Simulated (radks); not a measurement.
The numbers below are computed, except where a source is named.
Task: These are the eigenvalues of the occupied orbitals of an atom or ion with whole-number occupations (hartree). Code: a radial shooting solver on a logarithmic mesh with Libxc functionals. Model: scalar-relativistic Kohn-Sham, r2SCAN, spin-unpolarised, spherical densities, finite nucleus; meta-GGA in the generalised Kohn-Sham scheme; Fermi nuclear charge, rms radius of each element as measured or else 0.836 A^(1/3) + 0.57 fm.

orbital  eigenvalue
1s        -1657.475
2s        -270.6376
2p        -241.6181
3s        -59.66924
3p        -50.50693
3d        -37.95463
4s        -12.37368
4p         -9.35151
4d         -5.06745
5s         -2.06441
5p         -1.33947
4f         -0.53770

Which element is it, and in what charge state? The configuration may be excited.

Result: Z = 61, promethium, charge +2: Pm2+ in [Xe] 4f5. The list shows which subshells hold electrons but not how many an open one holds; the 1s level, -1657.5 hartree, gives Z - s = 57.6 by -(Z - s)^2/2, which with screening and relativity narrows Z to a few neighbours, and the depths of the outer levels then fix element, charge and occupations together.
